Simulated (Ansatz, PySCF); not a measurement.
Species: CH3Si, net charge 0, doublet state. It need not be the lowest isomer of its formula. 
Geometry from a B3LYP-D3(BJ)/def2-TZVP (Ansatz, a quantum-chemistry and plane-wave program) optimisation:
```xyz
5

C     -1.1588    -0.2310    -0.0465
Si     0.4752     0.0947     0.0191
H     -2.2080    -0.4401    -0.0887
H      1.4943    -0.9666     0.1040
H      1.0136     1.4665    -0.0033
```
Charge 0, spin multiplicity 2.

Wanted: vertical ionisation energy (to the triplet state of charge +1; each state is the SCF solution reached for its spin; the UHF <S^2> is 1.14 for the doublet (pure: 0.75); for the doublet T1 is 0.059), in eV. Correlated levels leave the core frozen unless marked. Open shells are spin-unrestricted. Spin-orbit coupling is left out. Non-relativistic. Basis-set limits of correlation are two-point, X^-3; Hartree-Fock from the larger set. [CCSD(T)-MP2]/basis is that difference in the basis named.

```json
[
 {"level": "HF/aug-cc-pV(D+d)Z", "program": "Ansatz", "vertical ionisation energy (eV)": "7.42", "minus last row": "-1.52"},
 {"level": "SVWN5/def2-TZVPD", "program": "Ansatz", "vertical ionisation energy (eV)": "9.17", "minus last row": "0.23"},
 {"level": "PBE/def2-TZVPD", "program": "Ansatz", "vertical ionisation energy (eV)": "8.95", "minus last row": "0.01"},
 {"level": "B3LYP/def2-TZVPD", "program": "Ansatz", "vertical ionisation energy (eV)": "8.88", "minus last row": "-0.06"},
 {"level": "PBE0/def2-TZVPD", "program": "Ansatz", "vertical ionisation energy (eV)": "8.78", "minus last row": "-0.16"},
 {"level": "CAM-B3LYP/def2-TZVPD", "program": "Ansatz", "vertical ionisation energy (eV)": "8.82", "minus last row": "-0.12"},
 {"level": "wB97M-V/def2-TZVPD", "program": "Ansatz", "vertical ionisation energy (eV)": "8.72", "minus last row": "-0.22"},
 {"level": "B2PLYP/def2-TZVPD", "program": "Ansatz", "vertical ionisation energy (eV)": "8.78", "minus last row": "-0.16"},
 {"level": "MP2/aug-cc-pV(D+d)Z", "program": "Ansatz", "vertical ionisation energy (eV)": "8.39", "minus last row": "-0.55"},
 {"level": "RI-MP2/aug-cc-pV(Q+d)Z", "program": "Ansatz", "vertical ionisation energy (eV)": "8.53", "minus last row": "-0.41"},
 {"level": "RI-MP2/def2-TZVPPD", "program": "Ansatz", "vertical ionisation energy (eV)": "8.46", "minus last row": "-0.48"},
 {"level": "RI-MP2/CBS(aug-cc-pV(T+d)Z,aug-cc-pV(Q+d)Z)", "program": "Ansatz", "vertical ionisation energy (eV)": "8.55", "minus last row": "-0.39"},
 {"level": "SCS-MP2/def2-SVPD", "program": "Ansatz", "vertical ionisation energy (eV)": "8.32", "minus last row": "-0.62"},
 {"level": "SCS-MP2/aug-cc-pV(T+d)Z", "program": "Ansatz", "vertical ionisation energy (eV)": "8.44", "minus last row": "-0.50"},
 {"level": "SCS-MP2/def2-TZVPPD", "program": "Ansatz", "vertical ionisation energy (eV)": "8.40", "minus last row": "-0.54"},
 {"level": "CCSD/def2-SVPD", "program": "Ansatz", "vertical ionisation energy (eV)": "8.65", "minus last row": "-0.29"},
 {"level": "CCSD/aug-cc-pV(T+d)Z", "program": "Ansatz", "vertical ionisation energy (eV)": "8.72", "minus last row": "-0.22"},
 {"level": "CCSD/def2-TZVPPD", "program": "Ansatz", "vertical ionisation energy (eV)": "8.70", "minus last row": "-0.24"},
 {"level": "CCSD(T)/aug-cc-pV(D+d)Z", "program": "Ansatz", "vertical ionisation energy (eV)": "8.78", "minus last row": "-0.16"},
 {"level": "RI-MP2/CBS(def2-TZVPPD,def2-QZVPPD)+[CCSD(T)-MP2]/def2-TZVPPD", "program": "Ansatz", "vertical ionisation energy (eV)": "8.93", "minus last row": "-0.01"},
 {"level": "RI-MP2/CBS(aug-cc-pV(T+d)Z,aug-cc-pV(Q+d)Z)+[CCSD(T)-MP2]/aug-cc-pV(T+d)Z", "program": "Ansatz", "vertical ionisation energy (eV)": "8.94", "minus last row": "0.00"}
]
```

For comparison, minus the highest occupied orbital energy (PySCF): 6.61 eV at PW6B95/def2-TZVPD, 7.22 eV at MN15/def2-TZVPD, 5.70 eV at SVWN5/def2-TZVPD.
